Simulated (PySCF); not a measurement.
Cost of one run: shielding job, C4H5BF2O2.

Method: GIAO PBE0/pcSseg-1 NMR shielding, non-relativistic, gas phase (PySCF 2.14.0, density-fitted response routines). Geometry: GFN2-xTB. Work: shieldings, charges and field gradients, density fitting. The command runs a driver script over a list of jobs; the input below is this job's line of settings and its coordinates in Å.

Command:
```bash
OMP_NUM_THREADS=1 python probes_run.py task.json out
```

Input:
```
{"job": {"kind": "nmr", "xc": "PBE0", "basis": "pcSseg-1"}, "charge": 0, "multiplicity": 1}
C     -1.925153    -0.544889     0.437261
C     -0.470772    -0.217592     0.298916
C      0.374990    -1.105018    -0.217426
O      1.746667    -0.866677    -0.369727
C      2.260159     0.254834    -0.018667
O      1.701614     1.234146     0.470297
B      0.074488     1.225227     0.791515
F      0.022246     1.428088     2.134611
F     -0.394066     2.287531     0.086148
H     -2.461552     0.312989     0.829586
H     -2.056903    -1.384055     1.118044
H     -2.349441    -0.823035    -0.525592
H      0.135651    -2.094847    -0.578140
H      3.341391     0.292824    -0.198967
```

Hardware: Intel Xeon at 2.50 GHz, one thread, no GPU, shared host with 64 logical CPUs at a one-minute load of 63. PySCF's memory limit was set to 1040 MB.

The basis has 178 functions.

Problem. How long does the run take?

Solution. About 79 s. The SCF took 15 cycles.

Problem. How much memory does it need at the peak?

Solution. About 0.80 GiB. Peak memory is the resident size of the whole Python process, interpreter and libraries included.

Problem. At this speed, how long would 500 such jobs take on 32 cores, one job a core?

Solution. 500/32 gives 16 rounds of 79 s, about 21 min of wall time and 11 core-hours, if the jobs don't slow each other.

The SCF part of the output:
```
coarse grid: 12880 points
cycle   1  E = -529.6690877474  dE =  1.585e+00  |g| = 9.670e-01  |ddm| = 3.402e+00
cycle   2  E = -529.4278933174  dE =  2.412e-01  |g| = 1.530e+00  |ddm| = 1.660e+00
cycle   3  E = -529.8354080903  dE = -4.075e-01  |g| = 2.293e-01  |ddm| = 1.070e+00
cycle   4  E = -529.8437242327  dE = -8.316e-03  |g| = 9.229e-02  |ddm| = 1.899e-01
cycle   5  E = -529.8452048714  dE = -1.481e-03  |g| = 1.499e-02  |ddm| = 5.841e-02
cycle   6  E = -529.8452510063  dE = -4.613e-05  |g| = 4.748e-03  |ddm| = 1.290e-02
cycle   7  E = -529.8452551600  dE = -4.154e-06  |g| = 1.817e-03  |ddm| = 4.421e-03
final grid: 128528 points
cycle   8  E = -529.9256409009  dE = -3.278e-05  |g| = 1.555e-02  |ddm| = 2.872e-02
cycle   9  E = -529.9255797413  dE =  6.116e-05  |g| = 2.408e-02  |ddm| = 2.354e-02
cycle  10  E = -529.9256827959  dE = -1.031e-04  |g| = 1.991e-03  |ddm| = 1.500e-02
cycle  11  E = -529.9256835681  dE = -7.722e-07  |g| = 4.454e-04  |ddm| = 1.371e-03
cycle  12  E = -529.9256835960  dE = -2.798e-08  |g| = 1.919e-04  |ddm| = 3.427e-04
cycle  13  E = -529.9256836022  dE = -6.114e-09  |g| = 7.411e-05  |ddm| = 1.590e-04
cycle  14  E = -529.9256836033  dE = -1.180e-09  |g| = 1.695e-05  |ddm| = 6.917e-05
cycle  15  E = -529.9256836034  dE = -6.457e-11  |g| = 4.913e-06  |ddm| = 1.729e-05
converged SCF energy = -529.9256836034
```

On the final grid dE counts from the start density on that grid.

Other jobs ran on the host; a repeat could differ by tens of per cent or more.
